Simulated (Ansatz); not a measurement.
Basis sets compared for W3S8. Charge 0, multiplicity 1. Geometry PBE0-D4/def2-SVP. Ansatz on 4 threads of Intel Xeon Platinum 8488C on a shared host; times are rough, and most runs start from earlier orbitals.

| atom | x (Å) | y (Å) | z (Å) |
| --- | --- | --- | --- |
| W1 | 0.6331 | -1.9147 | -0.8093 |
| W2 | 0.5657 | 1.9582 | 0.7521 |
| W3 | -1.5310 | -0.0125 | -0.0359 |
| S4 | 2.1498 | 2.6518 | -0.4834 |
| S5 | 2.2287 | -1.5088 | -2.1533 |
| S6 | -2.9827 | -0.6080 | 1.3729 |
| S7 | 0.5655 | -0.4034 | 1.0236 |
| S8 | -1.4008 | -1.4529 | -1.8340 |
| S9 | 0.6777 | -3.9308 | -0.1414 |
| S10 | 0.5626 | 2.9451 | 2.6332 |
| S11 | -1.4686 | 2.2760 | -0.3245 |

In the def2 sets W takes a core potential; there is no spin–orbit coupling. The restricted singlet is unstable towards broken spin symmetry in Hartree–Fock (as tested in another run); at PBE-D4/def2-TZVP, PBE0-D4/def2-SVP, PBE0-D4/def2-TZVP this wasn't settled. The structure comes from a short search, and lower isomers may exist.

```
           level  functions  energy (Eh)  HOMO (eV)  LUMO (eV)  wall time
 PBE-D4/def2-SVP        240   -3385.1923      -6.46      -5.74        9 s
PBE0-D4/def2-SVP        240   -3385.2214      -7.57      -5.32       17 s
```

Estimate the rows for PBE-D4/def2-TZVP (with forces), PBE0-D4/def2-TZVP.


```json
{"level": "PBE-D4/def2-TZVP (with forces)", "functions": "416", "energy (Eh)": "-3386.3534", "HOMO (eV)": "-6.39", "LUMO (eV)": "-5.67", "wall time": "19 s"}
{"level": "PBE0-D4/def2-TZVP", "functions": "416", "energy (Eh)": "-3386.3842", "HOMO (eV)": "-7.45", "LUMO (eV)": "-5.19", "wall time": "69 s"}
```
